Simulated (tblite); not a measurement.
Compound: C₃H₁₀N₂OSi₂.
Numbering: `[CH3:1][O:2][Si@@H:3]([CH2:4][C:5]#[N:6])[SiH2:7][NH2:8]` (hydrogens: H9, H10, H11 on C1; H12 on Si3; H13, H14 on C4; H15, H16 on Si7; H17, H18 on N8)

The geometry is computed with GFN2-xTB (gas phase).

(1) Give the optimised bond lengths and angles.

Results:

(1) 
```csv
bond,length (Å)
C1–O2,1.392
O2–Si3,1.630
Si3–C4,1.925
C4–C5,1.419
C5≡N6,1.146
Si3–Si7,2.319
Si7–N8,1.721
"C1–H9, C1–H10, C1–H11",1.092
Si3–H12,1.480
C4–H13,1.090
C4–H14,1.091
Si7–H15,1.472
Si7–H16,1.473
"N8–H17, N8–H18",1.008
```

Bonds in one row agree within 0.01 Å and their mean is given. A selection of angles:
```csv
angle,degrees
O2–C1–H9,108.1
O2–C1–H10,110.9
H9–C1–H10,109.4
C1–O2–Si3,127.0
O2–Si3–C4,98.6
O2–Si3–Si7,113.9
O2–Si3–H12,108.7
C4–Si3–Si7,112.0
C4–Si3–H12,105.5
Si7–Si3–H12,116.4
Si3–C4–C5,108.4
Si3–C4–H13,111.5
Si3–C4–H14,110.3
C5–C4–H13,109.4
C5–C4–H14,109.0
H13–C4–H14,108.2
C4–C5–N6,176.5
Si3–Si7–N8,115.2
Si3–Si7–H15,111.9
Si3–Si7–H16,111.9
N8–Si7–H15,104.5
N8–Si7–H16,104.6
H15–Si7–H16,108.0
Si7–N8–H17,118.3
Si7–N8–H18,118.6
H17–N8–H18,108.7
```

Torsions: C1–O2–Si3–C4 -179° (antiperiplanar); O2–Si3–C4–C5 169° (antiperiplanar); O2–Si3–Si7–N8 -168° (antiperiplanar).

O2 (silyl ether oxygen) is bent (angle 127.0°). Si3 (oxygen-bound silicon) is distorted tetrahedral (angles from 98.6° to 116.4°). N8 (silicon-bound nitrogen) is pyramidal (angles 118.6°, 118.3° and 108.7°, sum 345.6°, 0.26 Å off the plane of its three neighbours). Of the pairs four or more bonds apart, N6···H17 is among the closest relative to their van der Waals radii: 2.65 Å, 97 % of the sum of Bondi's values. Si7 (SiH2 silicon) is distorted tetrahedral (angles from 104.5° to 115.2°).

Point group: C1 (no symmetry element, even within 0.4 Å). Its GFN2-xTB frequencies are all real (lowest 42 cm⁻¹). The numbers are those of one conformer (C1–O2–Si3–C4 -179°, O2–Si3–C4–C5 169°, O2–Si3–Si7–N8 -168°, Si3–Si7–N8–H 56° and -79°).
